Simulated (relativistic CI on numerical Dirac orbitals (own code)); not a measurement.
## Hyperfine structure of Sc XIX, mass number 45

Calculated at this level of theory: Dirac-Coulomb-Breit CI, KLI orbitals optimised for each configuration, QED by a radiative potential, unscaled Slater integrals (own radial code, finite nucleus).

CI space (outside the closed core 1s2): 2s, 2p, 3s, 3p, 3d, 4s, 4p, 4d, 4f, 5s, 5p, 5d, 5f, 5g. Levels of other configurations are missing.

Nuclear spin I = 7/2, μ = 4.754 μN, Q = -0.22 b (tables of Stone and Pyykkö). The electronic factors are computed for point nuclear moments, without core polarisation or the Bohr-Weisskopf and QED corrections.

| Level | E (Ry) | A (GHz) | B (GHz) |
| --- | --- | --- | --- |
| 2s ²S1/2 | 0.0000 | 361.7 |  |
| 2p ²P°1/2 | 2.8056 | 111.9 |  |
| 2p ²P°3/2 | 3.2660 | 21.55 | -6.48 |
| 3s ²S1/2 | 53.2597 | 106 |  |
| 3p ²P°1/2 | 54.0375 | 33.72 |  |
| 3p ²P°3/2 | 54.1733 | 6.493 | -1.96 |
| 3d ²D3/2 | 54.4624 | 3.568 | -0.359 |
| 3d ²D5/2 | 54.5053 | 1.52 | -0.506 |

Levels with J = 0, under 50 % of one LS term, or S terms without an open s electron are left out. Small factors come from cancelling terms and can be off by tens of per cent or more.

At this charge energies of transitions that change n are usually good to better than 1 %, and those within a shell (Δn = 0) to a few per cent.

(1) Give the hyperfine levels of 2s ²S1/2 relative to its centre of gravity.

Results:

(1) With K = F(F + 1) − I(I + 1) − J(J + 1), E = AK/2: F = 3: -813.7, F = 4: 632.9 GHz.
